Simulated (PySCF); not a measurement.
**Electric field gradients and quadrupole coupling constants**

Compound: C₅H₈FPS.
Structure used (GFN2-xTB), in Å, numbered top down from 1:
```xyz
16
C5H8FPS angstrom
C     -1.8202   -0.3130   -0.6905
P     -0.7191   -0.1801    0.7709
S     -1.5685   -0.4094    2.4927
C      0.7331   -1.2638    0.3486
C      1.6198   -0.3792   -0.4663
C      1.3529    0.9149   -0.3929
F      2.0537    1.8489   -1.0606
C      0.2248    1.3911    0.4613
H     -2.2865   -1.2977   -0.6785
H     -2.6005    0.4419   -0.5965
H     -1.2668   -0.1696   -1.6161
H      0.4205   -2.1631   -0.1879
H      1.2193   -1.5800    1.2774
H      2.4250   -0.7885   -1.0529
H     -0.3776    2.1576   -0.0323
H      0.5825    1.7987    1.4123
```

Field gradients from the PBE0/pcSseg-1 density (PySCF, non-relativistic), principal values in atomic units, ordered |Vxx| ≤ |Vyy| ≤ |Vzz|:

```tsv
atom	Vxx	Vyy	Vzz
S3	-1.0359	-1.2427	2.2786
```

Find the asymmetry η = (Vxx − Vyy)/Vzz and the couplings χ = eQV/h (234.96 MHz × Q in barn × V in au), with Q(33S) = −0.0678 b.

| atom | environment | nucleus | η | χzz (MHz) | χxx (MHz) | χyy (MHz) |
| --- | --- | --- | --- | --- | --- | --- |
| S3 | sulfur bonded to P | 33S | 0.09 | -36.30 | 16.50 | 19.80 |

The tensor is traceless: Vxx + Vyy + Vzz = 0.

What is Vzz at S3 in SI units (1 au = 9.71736 × 10²¹ V/m²)?

2.2786 au = 22.142 × 10²¹ V/m².

And the gradient at the other heavy atoms, for which no coupling is worked out here?

```
atom                     environment  Vzz (au)     η
  C1  sp3 carbon bound to phosphorus     0.104  0.02
  P2  phosphorus bonded to 3 C and S    -0.315  0.83
  C4  sp3 carbon bound to phosphorus     0.094  0.73
  C5                alkene CH carbon     0.161  0.87
  C6              vinylic C–F carbon    -0.424  0.86
  F7                  vinyl fluorine     2.936  0.15
  C8  sp3 carbon bound to phosphorus    -0.077  0.93
```

Were the hydrogens deuterons (Q(2H) = 0.00286 b), χzz would run from 200 kHz (H13 and H16) to 226 kHz (H14).

The structure is a single GFN2-xTB conformer in the gas phase; no vibrational or solvent corrections. GFN2-xTB bond lengths can be off by several hundredths of an ångström, more for odd bonds, and the gradients follow them. With so small a basis the couplings can be 20 % off.

These values come from a run that also computed NMR shieldings. Rough CPU time on one thread of a shared machine: about 60 s.
